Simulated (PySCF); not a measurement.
bromoethene (C2H3Br), SMILES C=CBr. Atoms are numbered in the order given.

```xyz
6

C      0.3099    -2.0959     0.0000
C     -0.5215    -1.0723     0.0000
Br     0.0449     0.7215     0.0000
H      1.3853    -1.9709     0.0000
H     -0.0879    -3.1045     0.0000
H     -1.5991    -1.1671     0.0000
```
Charge 0, spin multiplicity 1.

The structure is a stationary point at PBE0-D3(BJ)/def2-TZVP.

Two levels are set side by side: PBE/pcSseg-2 (PySCF) and PBE0/pcSseg-2 (PySCF). GIAO shifts against TMS (¹H), TMS (¹³C) at the same level; non-relativistic, no solvent, atoms listed together averaged. Without spin–orbit terms, shifts of atoms bonded to Cl or Br come out too high at both levels. Differences are taken from unrounded values.

```tsv
quantity	PBE0	PBE	PBE minus PBE0
δ(¹³C) of C1 (ppm)	132.4	129.6	-2.8
δ(¹³C) of C2 (ppm)	142.8	142.8	0.0
δ(¹H) of H6 (ppm)	6.80	6.85	0.05
```

Rough cost on one machine, each run with all the roots and properties that it gave: PBE0 against PBE within a factor of 2.
